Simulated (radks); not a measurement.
Problem. These are the eigenvalues of the occupied orbitals of an atom or ion with whole-number occupations (eV). Method: scalar-relativistic Kohn-Sham, PBE, spin-unpolarised, spherical densities, point nucleus; computed with a radial shooting solver on a logarithmic mesh with Libxc functionals.

1s: -43416.72
2s: -7033.108
2p: -6288.225
3s: -1535.843
3p: -1300.963
3d: -975.2672
4s: -315.6836
4p: -238.7820
4d: -129.5049
5s: -53.4301
5p: -34.9822
4f: -14.5746

Which element is it, and in what charge state? The configuration may be excited.

Solution. Z = 60, neodymium, charge +2: Nd2+ in [Xe] 4f4. The list shows which subshells hold electrons but not how many an open one holds; the 1s level, -1595.5 hartree, gives Z - s = 56.5 by -(Z - s)^2/2, which with screening and relativity narrows Z to a few neighbours, and the depths of the outer levels then fix element, charge and occupations together.
